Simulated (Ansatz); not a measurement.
`CC(F)([SiH3])[SiH3]` + `C=C[SiH2]N` → `C=C[SiH2]N[SiH3]` + `CC(F)[SiH3]`  (ligand exchange at the Si–C bond)

Isolated molecules relaxed with PBE0-D4/def2-TZVP in Ansatz; ΔE leaves out vibrations. CCSD(T)/CBS adds triple-zeta CCSD(T) − MP2 to the extrapolated MP2 energy (def2 sets, frozen cores). Functionals use def2-TZVPP. One conformer a species, not always the lowest.

```
          level  ΔE (kcal/mol)
         B2PLYP          -18.7
CCSD/def2-TZVPP          -18.7
```

Q: What does CCSD(T)/CBS give? (Best estimate.)

A: Computed: -17.7 kcal/mol. The listed levels differ from it by -1.0, -1.0 kcal/mol.

Largest T1 diagnostic among the species: 0.012.

In def2-TZVPP, CCSD(T) changes the Hartree–Fock value by +4.9 kcal/mol (the triples alone add +0.8 kcal/mol) and MP2 by +4.4 kcal/mol. The D4 term adds +1.3 kcal/mol with B3LYP and +0.7 kcal/mol with PBE0; it sums over pairs of atoms, weighted by their polarisabilities, and B3LYP, whose exchange is more repulsive, gets the larger term. From PBE to PBE0 (25 % exact exchange), in def2-TZVPP and without D4, ΔE moves by −1.5 kcal/mol.

B3LYP here is the variant with VWN-RPA as its local correlation; programs differ in this.
